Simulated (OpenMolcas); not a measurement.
## Ar IV: terms and fine structure

- Program: OpenMolcas 26.06
- Method: CASSCF
- Basis: ANO-RCC-VTZP [5s4p2d1f]
- Scalar Hamiltonian: DKH2, point nucleus
- Active space: 5 electrons in 4 orbitals (3s 3p)
- State averaging: 2S+1 = 4 odd, 1 root; 2S+1 = 2 odd, 8 roots; 2S+1 = 4 even, 3 roots; 2S+1 = 2 even, 9 roots
- Spin-orbit coupling: state interaction with AMFI integrals over the reference wave functions, term energies averaged over their components

Spin-free terms above the lowest, with the occupations of the reference:

```csv
Configuration,Term,E (cm-1),Occupations
3s2 3p3,4S*,0.0,3s 2.00 3p 3.00
3s2 3p3,2D*,26110,3s 2.00 3p 3.00
3s2 3p3,2P*,36282,3s 1.95 3p 3.05
3s 3p4,4P,126566,3s 1.00 3p 4.00
3s 3p4,2D,176847,3s 1.00 3p 4.00
3s 3p4,2S,202678,3s 1.00 3p 4.00
3s 3p4,2P,225020,3s 1.00 3p 4.00
```

With spin-orbit coupling, above the lowest level:

```tsv
Configuration	Term	J	E (cm-1)	Measured (cm-1)	Term weight %
3s2 3p3	4S*	3/2	0.0	0.0	100
3s2 3p3	2D*	3/2	25996	21091	99
3s2 3p3	2D*	5/2	26144	21220	100
3s2 3p3	2P*	1/2	36342	34855	100
3s2 3p3	2P*	3/2	36485	35032	98
3s 3p4	4P	5/2	126026	117563	100
3s 3p4	4P	3/2	126971	118516	100
3s 3p4	4P	1/2	127514	119043	100
3s 3p4	2D	3/2	176873	145921	100
3s 3p4	2D	5/2	176894	145999	100
3s 3p4	2S	1/2	202698	177832	100
3s 3p4	2P	3/2	224695	222956	100
3s 3p4	2P	1/2	225833	224019	100
```

Against the 12 measured excited levels shown (Saloman, J. Phys. Chem. Ref. Data 39, 033101 (2010)) the mean absolute deviation is 11000 cm-1; the largest miss in energy is 3s 3p4 2D 3/2: computed 176873, measured 145921 cm-1 (+21.2 %).

Spin-orbit coupling puts the lowest level 34.1 cm-1 below the lowest spin-free term.

Terms of s pⁿ other than that of highest spin mix with s² pⁿ⁻² d, which this space lacks; all of them can be thousands of cm-1 off, and some have no real level of that name. Computed and measured levels are paired by configuration, term and J; levels that our copy of the source lacks, or whose pairing is in doubt (as where it misses far off the trend of its configuration), stay unpaired and out of the deviations. Levels of configurations outside the active space are missing. The first state left out of the spin-orbit step lies near 350000 cm-1 above the lowest spin-free state of the reference (among the parities and spins computed), and the list stops at four fifths of that energy or lower.

The term weight is that of the spin-free term in the level, not the purity of its configuration. * marks odd parity.
